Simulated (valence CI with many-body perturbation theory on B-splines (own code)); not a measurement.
The numbers below are computed, except where a source is named.
## Ho26+: what each term of the Hamiltonian does

Method: relativistic CI+MBPT: five valence electrons over a frozen Dirac-Fock core [Kr], a basis of 7 s, 7 p, 8 d, 6 f, 4 g, 1 h functions for each j, with the one-electron correlation potential Σ1, the two-electron term Σ2, the three-electron term Σ3, Breit, model QED; selected CI, second order for the rest (own B-spline code, finite nucleus).

No measured spectrum was set against this ion. As an estimate, large intervals hold to a few tenths of a per cent, small ones and those within an open d or f shell to about a per cent. Only levels of the ground parity were solved; by the run's estimate the other parity begins above the list, which can be wrong where configurations are misplaced.

Each rung adds one term. CI alone is the Dirac-Coulomb CI over the frozen core; QED comes last and gives the full result, which names the levels. Energies are above (4d3/2^4 4d5/2) J=5/2 on the same rung, in cm⁻¹.

Levels are named by their leading jj configuration (3d3/2^4 stands for four electrons in 3d with j = 3/2), which in mixed levels can hold well under half, so a name can repeat and another be missing. Letters in brackets count levels of one name in rising energy.

```tsv
Level	CI alone	Σ1	Σ2	Σ3	Breit	QED	Full
(4d3/2^3 4d5/2^2) J=5/2 [a]	54282	+356	-718	+14	-1108	+143	52970
(4d3/2^3 4d5/2^2) J=7/2 [a]	88069	+444	-2478	-937	-1493	+161	83765
(4d3/2^3 4d5/2^2) J=3/2 [a]	89396	+431	-867	-1214	-1191	+162	86716
(4d3/2^3 4d5/2^2) J=11/2	95991	+486	-3748	-933	-2094	+167	89869
(4d3/2^3 4d5/2^2) J=9/2	104002	+515	-3416	-1097	-1878	+180	98306
(4d3/2^3 4d5/2^2) J=5/2 [b]	106558	+568	-2260	-1127	-1755	+204	102188
(4d3/2^3 4d5/2^2) J=1/2	110110	+540	-647	-1420	-1554	+201	107230
(4d3/2^3 4d5/2^2) J=7/2 [b]	125585	+513	-3681	-2430	-1614	+174	118546
(4d3/2^2 4d5/2^3) J=5/2 [a]	139428	+830	-513	-842	-2544	+319	136679
(4d3/2^3 4d5/2^2) J=3/2 [b]	150376	+628	-442	-2030	-1786	+232	146979
(4d3/2^2 4d5/2^3) J=7/2 [a]	156336	+962	-2336	-1091	-3121	+360	151112
(4d3/2^2 4d5/2^3) J=11/2	162764	+1011	-4100	-915	-3636	+365	155489
(4d3/2^2 4d5/2^3) J=9/2 [a]	167293	+969	-3343	-1334	-3344	+355	160595
(4d3/2^2 4d5/2^3) J=1/2 [a]	168117	+1024	-1222	-1239	-2949	+382	164111
(4d3/2^2 4d5/2^3) J=13/2	179493	+1059	-5465	-1311	-4170	+373	169979
(4d3/2^2 4d5/2^3) J=3/2 [a]	172585	+998	+816	-1391	-2993	+382	170397
(4d3/2^2 4d5/2^3) J=5/2 [b]	180665	+1003	-2360	-1753	-3101	+368	174822
(4d3/2^2 4d5/2^3) J=9/2 [b]	196050	+1014	-1625	-1996	-3418	+374	190398
(4d3/2^2 4d5/2^3) J=7/2 [b]	203631	+1046	-4437	-2485	-3480	+374	194649
```

The middle columns are the shifts that each term adds.

(1) How does the ionisation energy move along the ladder, and which term matters most?

Results:

(1) CI alone 925.14, + Σ1 927.55, + Σ2 930.49, + Σ3 930.58, + Breit 930.41, + QED 930.43 eV. The largest step is Σ2, 2.94 eV. NIST lists 929 ± 4 eV (theoretical).
